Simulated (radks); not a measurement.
Species: Ho V. Configuration: [Kr] 4d10 4f9 5s1 5p6 5d1 (not the ground configuration).

All-electron calculation, Dirac Kohn-Sham, PBE, spin-unpolarised, spherical densities, point nucleus; open shells fill j = l - 1/2 first. Program: a radial shooting solver on a logarithmic mesh with Libxc functionals.

Energy parts (hartree):
| part | energy |
|---|---|
| total | -12623.0929 |
| kinetic | 13892.4688 |
| electron-nucleus | -31050.8212 |
| Hartree | 4804.9346 |
| exchange-correlation | -269.6750 |

Orbitals (lengths in bohr, moments of r in powers of bohr):
| orbital | occ. | eigenvalue (hartree) | <1/r> | small-component weight |
|---|---|---|---|---|
| 1s1/2 | 2 | -2039.406 | 76.08 | 6.28e-02 |
| 2s1/2 | 2 | -342.7279 | 18.26 | 1.40e-02 |
| 2p1/2 | 2 | -326.2677 | 18.23 | 1.40e-02 |
| 2p3/2 | 4 | -294.7770 | 15.88 | 1.29e-02 |
| 3s1/2 | 2 | -78.26723 | 6.675 | 4.48e-03 |
| 3p1/2 | 2 | -71.07294 | 6.589 | 4.42e-03 |
| 3p3/2 | 4 | -64.49693 | 5.992 | 4.11e-03 |
| 3d3/2 | 4 | -52.17416 | 5.875 | 3.99e-03 |
| 3d5/2 | 6 | -50.73807 | 5.728 | 3.90e-03 |
| 4s1/2 | 2 | -17.20372 | 2.798 | 1.44e-03 |
| 4p1/2 | 2 | -14.34454 | 2.690 | 1.36e-03 |
| 4p3/2 | 4 | -12.85933 | 2.486 | 1.25e-03 |
| 4d3/2 | 4 | -8.14942 | 2.270 | 1.08e-03 |
| 4d5/2 | 6 | -7.87778 | 2.220 | 1.04e-03 |
| 4f5/2 | 6 | -2.20070 | 1.740 | 6.79e-04 |
| 4f7/2 | 3 | -2.15922 | 1.720 | 6.67e-04 |
| 5s1/2 | 1 | -3.67424 | 1.101 | 3.29e-04 |
| 5p1/2 | 2 | -2.83945 | 0.9926 | 2.73e-04 |
| 5p3/2 | 4 | -2.61102 | 0.9254 | 2.46e-04 |
| 5d3/2 | 1 | -1.47271 | 0.6991 | 1.46e-04 |
| 5d5/2 | 0 | -1.44659 | 0.6861 | 1.41e-04 |

The highest occupied level is 5d3/2 at -40.074 eV. The density falls to 0.001 e/bohr^3 at r = 3.20 bohr.
